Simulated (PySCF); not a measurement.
C2H7NSi3, SMILES C#C[SiH]1[SiH2]N[SiH2]1. Coordinates come from a B3LYP-D3(BJ)/def2-SVP optimisation. This is a generated structure with no PubChem entry under its InChIKey; it may be hypothetical.

Computed equilibrium geometry at B3LYP-D3(BJ)/def2-SVP (PySCF confirms it by a frequency run) as a Z-matrix, and its point group:
point group Cs.
```
Si
H 1 1.4892
C 1 1.8295 2 110.36
C 3 1.2182 2 151.00 1 180.00
H 4 1.0747 2 159.66 1 -180.00
Si 1 2.3637 2 117.96 3 136.13
N 6 1.7620 1 87.05 2 113.75
H 7 1.0174 6 124.79 1 179.90
Si 7 1.7620 8 124.79 6 179.07
H 6 1.4950 7 114.13 8 61.98
H 9 1.4950 7 114.13 8 -61.98
H 9 1.4963 11 107.17 7 -126.69
H 6 1.4963 10 107.17 7 126.69
```
